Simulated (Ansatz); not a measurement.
A series at Ga: from gallium trichloride, ligands are replaced one by one, each step taking up H₂O and setting free HCl; n counts the steps. Ansatz, PBE0-D4/def2-TZVP geometries. Each molecule was computed in one conformer, which needn't be the lowest.

```json
{"n": "0", "molecule": "`[Cl][Ga]([Cl])[Cl]`", "HOMO energy, ωB97M-V/def2-TZVPP (eV)": "?"}
{"n": "1", "molecule": "`[OH][Ga]([Cl])[Cl]`", "HOMO energy, ωB97M-V/def2-TZVPP (eV)": "-11.68"}
{"n": "2", "molecule": "`[OH][Ga]([OH])[Cl]`", "HOMO energy, ωB97M-V/def2-TZVPP (eV)": "-11.56"}
{"n": "3", "molecule": "`[OH][Ga]([OH])[OH]`", "HOMO energy, ωB97M-V/def2-TZVPP (eV)": "-11.45"}
```

Problem. By hand: fit a straight line y = ȳ + b (n − n̄) to the 3 given rows and predict n = 0.

Solution. n̄ = 2.000, ȳ = -11.563; Σ(n − n̄)(y − ȳ) = 0.230, Σ(n − n̄)² = 2.000, so b = 0.115 eV a step. Prediction: -11.563 + (0.115) × (-2.000) = -11.79 eV.

Problem. By hand: compare with the computed value, -11.73 eV, and give the steps along the whole series.

Solution. The line misses by 0.06 eV (computed minus predicted). Steps: 0.05, 0.12, 0.11 eV.

The steps differ by up to 0.07 eV without a steady trend. The highest orbital can change its character along such a series. The miss is 21.4 % of the series' range.
